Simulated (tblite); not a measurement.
Species: C9H14P (charge -1).
Atom-mapped SMILES: `[CH3:1][CH2:2][c:3]1[cH:4][c:5]([CH:6]([CH3:7])[CH3:8])[cH:9][p-:10]1` (hydrogens: H11, H12, H13 on C1; H14, H15 on C2; H16 on C4; H17 on C6; H18, H19, H20 on C7; H21, H22, H23 on C8; H24 on C9)

Cartesian coordinates in Å at the GFN2-xTB level; atoms count from 1:
```xyz
24
C9H14P angstrom
C      3.513    0.903   -0.020
C      2.903   -0.393   -0.557
C      1.560   -0.662    0.058
C      0.373   -0.176   -0.451
C     -0.748   -0.524    0.317
C     -2.165   -0.134   -0.008
C     -2.338    1.388    0.026
C     -2.590   -0.683   -1.373
C     -0.396   -1.274    1.421
P      1.317   -1.575    1.540
H      3.614    0.830    1.061
H      2.860    1.746   -0.243
H      4.497    1.095   -0.455
H      2.801   -0.316   -1.648
H      3.587   -1.219   -0.338
H      0.324    0.407   -1.364
H     -2.824   -0.571    0.756
H     -2.067    1.771    1.008
H     -1.689    1.854   -0.712
H     -3.371    1.673   -0.190
H     -3.628   -0.427   -1.597
H     -1.956   -0.272   -2.155
H     -2.486   -1.767   -1.387
H     -1.102   -1.653    2.151
```

Computed values, GFN2-xTB/tblite, gas phase, harmonic and unscaled. Errors from tens to a few hundred cm⁻¹ against measured bands are possible. One conformer, not necessarily the lowest.

Harmonic wavenumbers (cm⁻¹): 27.5, 43.7, 94.6, 145.9, 156.3, 202.4, 208.4, 232.4, 292.2, 311.0, 323.3, 336.3, 459.2, 486.8, 550.6, 588.0, 596.9, 727.1, 731.8, 777.0, 821.2, 880.8, 908.0, 936.0, 963.1, 977.3, 989.6, 1048.5, 1071.8, 1079.9, 1128.7, 1134.5, 1163.8, 1183.0, 1218.4, 1268.1, 1308.2, 1318.5, 1321.8, 1392.2, 1393.2, 1404.6, 1427.2, 1434.9, 1486.7, 1500.7, 1501.7, 1506.0, 1507.5, 1510.1, 1515.2, 1519.9, 2883.2, 2884.1, 2937.5, 2951.8, 2954.1, 2961.4, 2978.0, 3003.5, 3011.5, 3017.0, 3022.5, 3026.3, 3026.8, 3029.2.

A = 1869, B = 690.3, C = 587.8 MHz; mass 153.083 u (most abundant isotopes); point group C1, symmetry number 1.

**Question.** Zero-point energy?

**Answer.** Half the sum of the wavenumbers: 44400 cm⁻¹ = 126.94 kcal/mol.

**Question.** Entropy at 350 K, 1 bar (ideal gas, RRHO, classical rotation)?

**Answer.** Translation 41.81, rotation 30.91, vibration 43.11: S = 115.8 cal/(mol K).

**Question.** And Cp and H(350 K) − H(0)?

**Answer.** Cp = 51.33 cal/(mol K), of which vibrations give 43.38 (their classical limit is 66 R = 131.2); H(350 K) − H(0) = 10.47 kcal/mol without the zero-point energy, 7.68 from vibrations.

**Question.** Blend soft modes into free rotors: weight 1/[1 + (100 cm⁻¹/ν̃)⁴] for the oscillator and the rest for a rotor with moment μB/(μ + B), μ = h/(8π²ν), B = 10⁻⁴⁴ kg m². What vibrational entropy results?

**Answer.** 39.03 cal/(mol K) in place of 43.11, which changes −T·S at 350 K by +1.43 kcal/mol.

**Question.** What must be added to the electronic energy to get the Gibbs energy at 350 K and 1 bar?

**Answer.** ZPE + [H(350 K) − H(0)] − T·S = 126.94 + 10.47 − 40.54 = 96.87 kcal/mol.

Hindered rotation and anharmonicity are outside this model. Other conformers, if any are populated, would add a mixing term that is left out. The structure is chiral; the term R ln 2 for an equal mix with its mirror image is left out.

Time: 1.4 s. Hardware: one thread, Intel Xeon Platinum 8488C (x86_64), on a shared host. The figure is for the frequency step alone.
